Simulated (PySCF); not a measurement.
# How methods differ on the ionisation energy of Ag¹⁸⁺

Ag¹⁸⁺ [Ar] 3d10 4s1 (2S) → Ag¹⁹⁺ [Ar] 3d10 (1S), as a difference of total energies. Computed with PySCF 2.14 in an uncontracted even-tempered set (18 s from 0.86 bohr⁻², ratio 2.5; 12 p from 1.1 bohr⁻², ratio 2.5; 9 d from 2 bohr⁻², ratio 2.5; 5 f from 6 bohr⁻², ratio 2.7; 4 g from 9 bohr⁻², ratio 2.7), with no relativity, point nucleus. Correlated levels: outer shells: [Ne] frozen; virtual orbitals above 40 to 60 times the deepest correlated orbital energy dropped. The calculations carry no spin-orbit coupling.

```tsv
method	ionisation energy (eV)
UHF	488.03
LDA	491.94
PBE	492.00
PBE0	491.14
r2SCAN	489.69
B2PLYP	490.90
TPSSh	490.62
MP2 (outer shells)	489.24
SCS-MP2 (outer shells)	488.99
```

Q: How much does correlation contribute at MP2 (outer shells)?

A: 489.24 − (488.03) = 1.21 eV, measured against UHF.

The gap to the reference is mostly relativistic.

For comparison: 500.87 ± 0.16 eV (semi-empirical (NIST evaluation); NIST Atomic Spectra Database, ionization energies).
